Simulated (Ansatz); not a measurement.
Ga₃H₆. The state is a doublet with charge 0. Geometry PBE0-D4/def2-SVP, that of the charge +1 singlet; atoms count from 1.

```
atom   x (Å)   y (Å)   z (Å)
 Ga1   1.455   0.345  -0.139
 Ga2  -1.096   0.821  -0.035
 Ga3   0.336  -1.797   0.212
  H4  -2.311   1.761  -0.081
  H5  -0.135  -3.259   0.434
  H6   0.243   1.014   1.035
  H7   2.681   1.251  -0.340
  H8  -1.267  -0.843   0.195
  H9   0.093   0.708  -1.282
```

The structure comes from a short search, and lower isomers may exist.

(1) Estimate the Mulliken populations from the PBE0/def2-TZVP orbitals of Ansatz.

(2) Where does the spin sit?

(3) And the Mayer bond orders between bonded heavy atoms (over 0.3)?

## Answers

(1) 
| atom | charge (e) | spin (α − β) |
| --- | --- | --- |
| Ga1 | 0.15 | 0.12 |
| Ga2 | 0.24 | 0.04 |
| Ga3 | -0.12 | 0.88 |
| H4 | -0.03 | -0.01 |
| H5 | -0.02 | -0.04 |
| H6 | -0.05 | 0.01 |
| H7 | -0.03 | -0.01 |
| H8 | -0.08 | -0.01 |
| H9 | -0.05 | 0.01 |
Mulliken values and Mayer orders depend strongly on the basis.

(2) Summed by element: Ga 1.05, H -0.05, of 1 unpaired in all. Largest on single atoms: Ga3 0.88, Ga1 0.12, Ga2 0.04.

(3) Ga1–Ga2 0.35 (2.60 Å); Ga1–Ga3 1.14 (2.44 Å).
